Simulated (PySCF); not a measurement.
Vertical excitations of a molecule C2H7BrOSi from TDDFT-PBE/def2-SVPD (PySCF), as energy in eV (oscillator strength): 6.29 (0.025), 6.40 (0.018), 6.57 (0.002), 6.62 (0.010), 6.65 (0.025), 6.97 (0.033), 7.06 (0.010), 7.11 (0.009), 7.16 (0.034), 7.31 (0.007). Lowest triplet (TDA): 6.01 eV. Coordinates come from a PBE0-D3(BJ)/def2-SVP optimisation. One conformer was computed; it need not be the lowest.

Task: Pick the molecule that these values belong to.
A) CO[SiH](C)Br
B) C[Si](C)(O)Br
C) CC[SiH](O)Br
D) CCO[SiH2]Br

Result: D, CCO[SiH2]Br
